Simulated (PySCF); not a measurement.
silole cation (C₄H₆Si), SMILES C1=C[SiH2]C=C1 (connectivity only; charge and spin as stated), charge +1, multiplicity 2. Atoms are numbered in the order given.

```xyz
11

C      0.0000     0.7161    -1.3573
C      0.0000     1.3336    -0.0920
Si     0.0000     0.0000     1.2747
C      0.0000    -1.3336    -0.0920
C      0.0000    -0.7161    -1.3573
H      0.0000     1.2850    -2.3029
H      0.0000     2.4334    -0.0029
H     -1.2614     0.0000     2.0784
H      1.2614     0.0000     2.0784
H      0.0000    -2.4334    -0.0029
H      0.0000    -1.2850    -2.3029
```
Charge +1, spin multiplicity 2.

Geometry optimised at PBE-D3(BJ)/def2-SVP. The spin state was assumed, not searched.

Calculation: TDA-PBE/def2-SVPD in PySCF.

Vertical excitations. The molecule is in vacuum.

Computed excitation energies, oscillator strengths and character:
```json
[
 {"state": "root 1", "energy (eV)": "2.06", "λ (nm)": "602", "f": "0.000", "main pairs": "β HOMO−1→LUMO 99 %"},
 {"state": "root 2", "energy (eV)": "2.19", "λ (nm)": "566", "f": "0.003", "main pairs": "β HOMO→LUMO 97 %"},
 {"state": "root 3", "energy (eV)": "2.27", "λ (nm)": "546", "f": "0.000", "main pairs": "β HOMO−2→LUMO 99 %"},
 {"state": "root 4", "energy (eV)": "3.09", "λ (nm)": "401", "f": "0.000", "main pairs": "α HOMO→LUMO 59 %, β HOMO−3→LUMO 39 %"},
 {"state": "root 5", "energy (eV)": "3.96", "λ (nm)": "313", "f": "0.000", "main pairs": "β HOMO−4→LUMO 98 %"},
 {"state": "root 6", "energy (eV)": "4.18", "λ (nm)": "296", "f": "0.011", "main pairs": "α HOMO−1→LUMO 70 %, β HOMO→LUMO+1 29 %"},
 {"state": "root 7", "energy (eV)": "4.19", "λ (nm)": "296", "f": "0.001", "main pairs": "α HOMO−3→LUMO 13 %, β HOMO−5→LUMO 86 %"},
 {"state": "root 8", "energy (eV)": "4.24", "λ (nm)": "293", "f": "0.000", "main pairs": "α HOMO−2→LUMO 88 %, β HOMO−1→LUMO+1 10 %"},
 {"state": "root 9", "energy (eV)": "4.44", "λ (nm)": "279", "f": "0.001", "main pairs": "α HOMO−3→LUMO 74 %, β HOMO−5→LUMO 14 %, β HOMO−2→LUMO+1 12 %"},
 {"state": "root 10", "energy (eV)": "4.52", "λ (nm)": "274", "f": "0.162", "main pairs": "α HOMO→LUMO 35 %, β HOMO−3→LUMO 53 %"}
]
```
Unrestricted roots are not spin-pure.
